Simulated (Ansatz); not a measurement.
Cost and result up the ladder for Be3S3 (6 atoms). Total charge 0; singlet. Geometry: r2SCAN-D4/def2-SVP.

```xyz
6

Be   -0.419   -1.682    0.232
Be   -0.562    0.547    0.373
Be    1.063   -0.575   -0.696
S     0.277    1.249   -1.455
S     1.463    1.209    0.390
S    -1.823   -0.747    1.155
```

Ansatz on 4 threads of Arm Neoverse V2 on a shared host. Times are rough, and most runs start from the orbitals of an earlier one. CAM-B3LYP-D4/def2-TZVP serves as the yardstick here, not as an exact answer. Binding counts from free atoms at the same level (Be singlet, S triplet; other spins of the atoms weren't run), without zero-point energy or a counterpoise term.

Correlated methods freeze 15 core orbitals. Another isomer (singlet) lies 3.77 eV lower at PBE0-D4/def2-TZVP; other spin states weren't run for this one.

Correlated methods converge slowly with the basis.

| level | functions | binding energy per atom (eV) | difference from CAM-B3LYP-D4/def2-TZVP (eV) |
| --- | --- | --- | --- |
| LDA (SPW92)/def2-TZVP | 168 | 3.56 | 0.68 |
| r2SCAN-D4/def2-TZVP | 168 | 3.11 | 0.22 |
| PBE-D4/def2-TZVP (with forces) | 168 | 3.16 | 0.27 |
| CAM-B3LYP-D4/def2-TZVP | 168 | 2.89 | 0.00 |
| CCSD(T)/def2-TZVPP | 183 | 2.63 | -0.26 |
| PBE0-D4/def2-TZVP | 168 | 3.06 | 0.17 |

**Question.** Estimate how long each takes.

**Answer.** LDA (SPW92)/def2-TZVP 0.8 s; PBE-D4/def2-TZVP (with forces) 1.6 s; PBE0-D4/def2-TZVP 2.4 s; CAM-B3LYP-D4/def2-TZVP 2.5 s; r2SCAN-D4/def2-TZVP 3.2 s; CCSD(T)/def2-TZVPP 38 s. On shared hardware such times vary by a factor of up to 3.
